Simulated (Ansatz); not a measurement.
Mulliken charges of `C#[C][Zr]([OH])([F])[Cl]` from B3LYP/def2-TZVPP in Ansatz (PBE0-D4/def2-TZVP geometry).

| atom | x (Å) | y (Å) | z (Å) | charge (e) |
| --- | --- | --- | --- | --- |
| C1 | 1.505 | -1.792 | -0.952 | -0.232 |
| C2 | 0.862 | -0.843 | -0.549 | -0.474 |
| Zr3 | -0.256 | 0.892 | 0.154 | 1.458 |
| O4 | -1.874 | 0.266 | 0.897 | -0.497 |
| F5 | -0.618 | 2.026 | -1.319 | -0.376 |
| Cl6 | 1.015 | 2.031 | 1.767 | -0.306 |
| H7 | 2.071 | -2.625 | -1.306 | 0.230 |
| H8 | -2.706 | 0.044 | 1.308 | 0.198 |

By hand: the dipole of these point charges (1 e Å = 4.8032 D).

Σ q r = (-0.337, 0.005, 0.174) e Å, of length 0.379 e Å = 1.82 D.

How does the dipole of the full density compare? (Estimate.)

The calculation gave: (-0.372, -0.369, 0.110) e Å, 2.57 D; the point charges give 0.71 times that, at 45° from its direction.

Point charges leave out the atoms' own dipoles, such as those of lone pairs, and Mulliken's split depends on the basis, so the two needn't agree.

B3LYP here is the variant with VWN-RPA as its local correlation; programs differ in this.
